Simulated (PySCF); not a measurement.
**[BiH3]2+ relaxed at several levels**

Computed with PySCF 2.14.0, def2-SVP on the ligands, density fitting, scalar-relativistic core potentials, no spin-orbit coupling, vacuum. Each row is relaxed at its own level from the same template. Distances are means of the shortest metal–ligand contacts, charges and spins Mulliken's; removal energies are rigid, with the ligand's formal charge and no counterpoise, so too large; for an anion taken off a cation in vacuum most of it is the attraction of opposite charges, and multiply charged cations can part far more cheaply with an electron moved from ligand to metal.

| level | basis on the metal | point group | M–H (Å) | charge on M (e) | HOMO–LUMO gap (eV) | removal of one H (eV) | strongest infrared band, degenerate modes summed (cm⁻¹) | unstable modes (below −25 cm⁻¹) |
| --- | --- | --- | --- | --- | --- | --- | --- | --- |
| r2SCAN | def2-SVP with ECP60 | D3h | 1.776 | 1.23 | 4.83 | 28.54 | – | not given |

(1) What does the calculation give for B3LYP, def2-SVP with ECP60?

One start shape was tried for each, so a minimum needn't be the lowest isomer.

Results:

(1) point group: D3h, M–H (Å): 1.784, charge on M (e): 1.22, HOMO–LUMO gap (eV): 5.77, removal of one H (eV): 28.38, strongest infrared band, degenerate modes summed (cm⁻¹): 1825, unstable modes (below −25 cm⁻¹): 0.
```xyz
4

Bi    0.0000    0.0000    0.0000
H     1.7842    0.0000    0.0000
H    -0.8921    1.5452    0.0000
H    -0.8921   -1.5452    0.0000
```
